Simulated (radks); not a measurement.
Initial-state core-level shifts of the cadmium ion Cd+ when its valence configuration changes from [Kr] 4d10 5s1. Method: scalar-relativistic Kohn-Sham, PBE, spin-polarised, spherical densities, finite nucleus; open shells are filled with parallel spins first (spin-orbit coupling, left out, can overturn this in heavy ions); Fermi nuclear charge, rms radius 4.6087 fm; computed with a radial shooting solver on a logarithmic mesh with Libxc functionals. Shifts are changes of the shell-averaged eigenvalues in eV (positive: less bound); the change of the density at the nucleus, which sets a Mossbauer isomer shift, is in e/bohr^3, on a base of 1.637e+05.

\begin{tabular}{lrrrrr}
valence & 2s & 3p & 3d & 4s & density at nucleus \\ \hline
4d9 5s2 & -5.767 & -5.621 & -5.654 & -5.065 & +37.95 \\
4d10 5p1 & -1.567 & -1.591 & -1.586 & -1.624 & -27.03 \\
4d9.5 5s1.5 & -2.832 & -2.766 & -2.781 & -2.509 & +18.06 \\
4d9 5s1 5p1 & -7.131 & -7.008 & -7.038 & -6.470 & +8.90 \\
4d7 5s1 5p3 & -22.102 & -21.524 & -21.650 & -19.215 & +30.36 \\
4d8 5s1 5p2 & -14.487 & -14.173 & -14.245 & -12.868 & +19.03 \\
4d8.5 5s1.5 5p1 & -10.197 & -9.976 & -10.026 & -9.078 & +29.77 \\
4d7.5 5s1 5p2.5 & -18.261 & -17.825 & -17.922 & -16.048 & +24.55 \\
4d9.5 5s0.5 5p1 & -4.297 & -4.255 & -4.267 & -4.026 & -10.16 \\
\end{tabular}
